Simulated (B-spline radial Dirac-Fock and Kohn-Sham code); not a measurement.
**Kohn-Sham estimates against Dirac-Fock for the levels of Sm**

System: neutral samarium, configuration [Xe] 4f6 6s1 6p1 (not the ground configuration).

The density-functional columns are spherical, spin-unpolarised Dirac-Kohn-Sham results without Breit or QED terms: −ε is minus the orbital energy of the initial state and ΔSCF the difference of two total energies. The reference in the last column comes from Dirac-Fock energy differences between relaxed states, corrected for Breit and QED terms. All numbers are from a radial finite-basis atomic code, in eV; a selection of levels is shown. For the 1s level of heavy atoms much of the gap between ΔSCF and the reference is the Breit and QED part, -194.3 eV here; for other levels the error of the functional can be larger.

```
level   LDA −ε  LDA ΔSCF  Dirac-Fock
   1s  46582.3   47019.5     46837.6
   2s   7610.8    7688.1      7746.8
2p1/2   7217.6    7316.0      7317.0
2p3/2   6615.5    6704.4      6721.2
   3s   1667.9    1689.9      1733.7
3p1/2   1498.2    1521.6      1549.5
3p3/2   1376.4    1398.2      1426.8
3d3/2   1080.7    1106.6      1111.3
3d5/2   1054.2    1079.5      1085.4
   4s    331.9     340.9       361.7
4p1/2    266.9     275.7       289.7
4p3/2    240.0     248.5       262.9
4d3/2    132.6     140.8       143.2
4d5/2    127.8     135.9       138.5
   4f     3.95     10.59        6.52
5p1/2    27.15     32.18       30.71
5p3/2    23.56     28.40       27.18
   6s     4.46      6.84        5.90
   6p     1.85      3.62        3.12
```

Values without a named source are computed, but for edge energies of neutral atoms, which are taken from tables.
